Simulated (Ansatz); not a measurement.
Consider the redistribution: `[SiH3]C1BN1` + `O/C=C/[SiH2]O` → `O[SiH2]/C=C/[SiH3]` + `OC1BN1`.

Calculated with Ansatz (gas phase, PBE0-D4/def2-TZVP geometries, no zero-point term in ΔE). CBS: MP2 limit from def2 TZ/QZ plus the TZ coupled-cluster correction, frozen cores. Double bonds are as drawn, so ΔE can hold a change between cis and trans. One conformer a species, not always the lowest.

```csv
species,CCSD(T)/CBS(def2) energy (Eh)
`[SiH3]C1BN1`,-410.19732
`O/C=C/[SiH2]O`,-519.16824
`O[SiH2]/C=C/[SiH3]`,-734.27080
`OC1BN1`,-195.09067
```

(1) Work out ΔE.

Largest T1 diagnostic among the species: 0.014.

Answers

(1) ΔE = (-734.27080) + (-195.09067) − (-410.19732) − (-519.16824) = 0.00409 Eh = +2.6 kcal/mol.
